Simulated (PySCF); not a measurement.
TiO₂, SMILES [O]=[Ti]=[O], multiplicity 1.

Geometry optimised at ωB97X-D3(BJ)/def2-TZVP. The multiplicity is an assumed one; other spin states were not compared. The isomer is the one that the SMILES or the coordinates give; other isomers of the formula were not compared.

Calculation: PySCF with PBE/def2-TZVPD.

Symmetry labels are those of the subgroup C2v that the program uses (full group C2v).

Computed valence orbital energies around the gap with their symmetry:
```json
[
 {"orbital": "HOMO−7", "symmetry": "A1", "energy (eV)": "-20.94"},
 {"orbital": "HOMO−6", "symmetry": "B2", "energy (eV)": "-20.51"},
 {"orbital": "HOMO−5", "symmetry": "A1", "energy (eV)": "-7.99"},
 {"orbital": "HOMO−4", "symmetry": "B2", "energy (eV)": "-7.73"},
 {"orbital": "HOMO−3", "symmetry": "A2", "energy (eV)": "-7.60"},
 {"orbital": "HOMO−2", "symmetry": "B1", "energy (eV)": "-7.16"},
 {"orbital": "HOMO−1", "symmetry": "A1", "energy (eV)": "-6.80"},
 {"orbital": "HOMO", "symmetry": "B2", "energy (eV)": "-5.80"},
 {"orbital": "LUMO", "symmetry": "A1", "energy (eV)": "-3.50"},
 {"orbital": "LUMO+1", "symmetry": "B1", "energy (eV)": "-2.89"},
 {"orbital": "LUMO+2", "symmetry": "A1", "energy (eV)": "-2.75"},
 {"orbital": "LUMO+3", "symmetry": "A2", "energy (eV)": "-1.01"}
]
```
